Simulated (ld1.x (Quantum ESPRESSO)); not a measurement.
**lead, ultrasoft: configuration errors across variants**

| Property | Result |
| --- | --- |
| Element | lead |
| Generator | ld1.x (Quantum ESPRESSO) 7.5 |
| Type | ultrasoft |
| Functional | PW91 |
| Relativity | scalar-relativistic |
| Frozen core | [Xe] 4f14 |
| Valence charge | 14 |
| Reference configuration | 5d10 6s1 6p3 |
| Partial waves | 6s (bound): rcut 1.55, rcutus 2.15 bohr; 6s channel at 3.45 Ry: rcut 1.55, rcutus 2.15 bohr; 6p (bound): rcut 2.15, rcutus 2.50 bohr; 6p channel at 0.75 Ry: rcut 2.15, rcutus 2.50 bohr; 5d (bound): rcut 1.30, rcutus 1.70 bohr; 5d channel at -1.3 Ry: rcut 1.30, rcutus 1.70 bohr |
| Local potential | all-electron potential smoothed inside 2.05 bohr (lloc = -1) |
| Core correction | Bessel-smoothed model core inside 1.55 bohr |
| Augmentation charge | built from norm-conserving waves at rcut, not smoothed further |

All-electron excitation energies from the reference (eV): (1) 5d10 6s2 6p2 -8.763; (2) 5d10 6s2 6p1 -2.132; (3) 5d10 6s2 6p0 11.390; (4) 5d10 6s1 6p2 7.426; (5) 5d9 6s2 6p2 18.441; (6) 5d10 6s2 6p1.5 -6.245; (7) 5d10 6s0 6p4 9.126.

2 further variants failed, have other tests or too few solved ones, and are left out.

A true bound ghost makes a file unfit for plane-wave use even where its test errors are small: the radial tests pick states by their node count and pass the ghost by.

Errors AE − PS in meV (a dash: test not solved or not reliable):

| change | (1) | (2) | (3) | (4) | (5) | (6) | (7) | bound ghosts |
| --- | --- | --- | --- | --- | --- | --- | --- | --- |
| base | -1.9 | -9.6 | -29 | -3.8 | -57 | -4.6 | -6.8 | none |
| waves 6s (bound): rcut 1.55, rcutus 1.94 bohr; 6s channel at 3.45 Ry: rcut 1.55, rcutus 1.94 bohr | -1.9 | -9.7 | -29 | -3.9 | -61 | -4.7 | -6.8 | none |
| waves 6s (bound): rcut 1.55, rcutus 2.16 bohr; 6s channel at 3.45 Ry: rcut 1.55, rcutus 2.16 bohr | -1.9 | -9.6 | -29 | -3.8 | -57 | -4.6 | -6.8 | none |
| waves 6s (bound): rcut 1.55, rcutus 2.50 bohr; 6s channel at 3.45 Ry: rcut 1.55, rcutus 2.50 bohr | -2.0 | -9.2 | -26 | -3.6 | -54 | -4.7 | -6.8 | none |
| waves 6s (bound): rcut 1.55, rcutus 2.66 bohr; 6s channel at 3.45 Ry: rcut 1.55, rcutus 2.66 bohr | -1.9 | -9.2 | -25 | -3.5 | -58 | -4.7 | -6.7 | none |
| waves 6s (bound): rcut 1.55, rcutus 2.98 bohr; 6s channel at 3.45 Ry: rcut 1.55, rcutus 2.98 bohr | -1.9 | -9.2 | -25 | -3.6 | -43 | -4.7 | -6.7 | none |

Give the same row for: waves 6s (bound): rcut 1.55, rcutus 3.20 bohr; 6s channel at 3.45 Ry: rcut 1.55, rcutus 3.20 bohr.

-2.1, -9.2, -26, -3.6, -79, -4.7, -6.7; bound ghosts: s.
